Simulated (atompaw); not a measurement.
La: one change to a PAW (atompaw) potential, before and after

| Quantity | Value |
| --- | --- |
| Element | lanthanum |
| Generator | atompaw 4.2.0.5 |
| Type | PAW |
| Functional | PBEsol |
| Relativity | scalar-relativistic |
| Frozen core | [Kr] 4d10 |
| Valence charge | 11 |
| Reference configuration | 4f0 5s2 5p6 5d1 6s0 6p0 (charge +2) |
| Partial waves | 5s (bound): rc 2.00 bohr; 6s (bound, empty): rc 2.85 bohr; 5p (bound): rc 2.80 bohr; 6p (bound, empty): rc 2.40 bohr; 5d (bound): rc 2.85 bohr; 5d channel at -0.75 Ry: rc 2.85 bohr; 4f (bound, empty): rc 1.35 bohr; 4f channel at 0.55 Ry: rc 1.35 bohr |
| Local potential | bessel scheme, radius 2.30 bohr |
| Core correction | smooth core density matched at 2.15 bohr |
| Augmentation charge | sinc compensation charge, radius 2.45 bohr; PAW radius 2.85 bohr; waves and projectors: custom polynom vanderbiltortho |

All-electron outer shells of the reference configuration (PBEsol, scalar-relativistic, ld1.x):

```tsv
shell	level (eV)	outermost node (bohr)	outermost maximum (bohr)
4p	-212.49	0.34	0.63
4d	-116.49	0.32	0.68
5s	-51.55	0.77	1.41
5p	-34.92	0.83	1.58
4f	-17.01	–	0.75
5d	-14.66	0.95	2.13
6s	-13.39	1.83	3.43
6p	-9.78	2.13	4.13
```

Change: all radii scaled by about 1.20 (s 2.40, p 3.36, d 3.42, f 1.62 bohr); local potential bessel scheme, radius 2.76 bohr; augmentation sinc compensation charge, radius 2.94 bohr; PAW radius 3.42 bohr; waves and projectors: custom polynom vanderbiltortho; core correction smooth core density matched at 2.58 bohr.

Cutoffs: the cutoffs (Ry, on a coarse ladder) from which the occupation-weighted sum of valence levels, in a spherical-Bessel basis at the reference potential, stays within 10 and 1 mRy of its value at 400 Ry; they do not see the model core or the augmentation charge, which bear on the density cutoff.

Problem. What does the change do?

Solution. The potential gets softer (12 Ry and 18 Ry → 8 Ry and 15 Ry); neither file shows a bound ghost. A larger radius leaves more room for a smooth pseudo-wave, so fewer plane waves are needed.

| quantity | base | changed |
| --- | --- | --- |
| cutoff, loose | 12 Ry | 8 Ry |
| cutoff, tight | 18 Ry | 15 Ry |
| loose cutoff by channel (10 mRy a level) | s 8 Ry, p 8 Ry, d 8 Ry | s 8 Ry, p 6 Ry, d 8 Ry |
| bound ghosts | none | none |
| lowest overlap eigenvalue by channel | s 0.54, p 0.52, d 0.96, f 1.00 | s 0.50, p 1.00, d 0.94, f 1.00 |

Base: The cutoffs count occupied waves only; the empty 4f level needs 60 Ry at the loose tolerance. Changed file: The cutoffs count occupied waves only; the empty 4f level needs 45 Ry at the loose tolerance. The cutoffs see the waves, projectors and local potential, not the compensation charge or the core.
